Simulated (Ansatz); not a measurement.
C5H12Cl2NOV, SMILES `C[O][V]([Cl])([Cl])=[N]C(C)(C)C`. The species carries charge 0 and has multiplicity 1. The structure was optimised at the PBE0-D4/def2-TZVP level. It is one conformer, not always the lowest.

```xyz
22

C     2.453   -1.179    1.752
O     1.864   -0.008    2.237
V     0.579    1.059    1.782
Cl    1.325    3.051    1.331
Cl   -1.015    1.051    3.262
N    -0.062    0.504    0.433
C    -0.747    0.131   -0.770
C    -1.548   -1.138   -0.486
C     0.294   -0.111   -1.861
C    -1.674    1.284   -1.155
H     1.953   -1.523    0.842
H     2.385   -1.958    2.517
H     3.508   -0.989    1.535
H    -2.103   -1.432   -1.380
H    -0.886   -1.958   -0.203
H    -2.257   -0.969    0.326
H     0.961   -0.929   -1.586
H     0.892    0.786   -2.027
H    -0.207   -0.374   -2.796
H    -1.101    2.198   -1.316
H    -2.208    1.037   -2.075
H    -2.404    1.467   -0.364
```

Q: What is the dipole moment at B3LYP/def2-TZVPP? (Estimate.)

A: Computed: 4.87 D, with components (0.22, -3.53, -3.36) D in this frame, pointing from negative to positive charge.

Q: And with PBE, r2SCAN, ωB97M-V? (An estimate is asked.)

A: Computed: PBE 4.71 D, r2SCAN 4.87 D, ωB97M-V 4.99 D.

Q: Give the Mulliken charges with B3LYP, ωB97M-V, PBE in def2-TZVPP. (Estimate.)

A: Computed: 
| atom | B3LYP | ωB97M-V | PBE |
| --- | --- | --- | --- |
| C1 | -0.11 | -0.16 | -0.11 |
| O2 | -0.37 | -0.34 | -0.29 |
| V3 | 1.13 | 0.99 | 0.96 |
| Cl4 | -0.30 | -0.25 | -0.27 |
| Cl5 | -0.30 | -0.25 | -0.27 |
| N6 | -0.57 | -0.49 | -0.51 |
| C7 | 0.20 | -0.06 | 0.21 |
| C8 | -0.28 | -0.29 | -0.27 |
| C9 | -0.28 | -0.29 | -0.27 |
| C10 | -0.29 | -0.30 | -0.28 |
| H11 | 0.09 | 0.09 | 0.09 |
| H12 | 0.12 | 0.13 | 0.11 |
| H13 | 0.12 | 0.13 | 0.11 |
| H14 | 0.08 | 0.11 | 0.08 |
| H15 | 0.09 | 0.12 | 0.08 |
| H16 | 0.11 | 0.13 | 0.10 |
| H17 | 0.09 | 0.11 | 0.08 |
| H18 | 0.10 | 0.13 | 0.10 |
| H19 | 0.09 | 0.12 | 0.08 |
| H20 | 0.10 | 0.13 | 0.10 |
| H21 | 0.08 | 0.11 | 0.08 |
| H22 | 0.10 | 0.13 | 0.10 |

B3LYP here is the variant with VWN-RPA as its local correlation; programs differ in this.
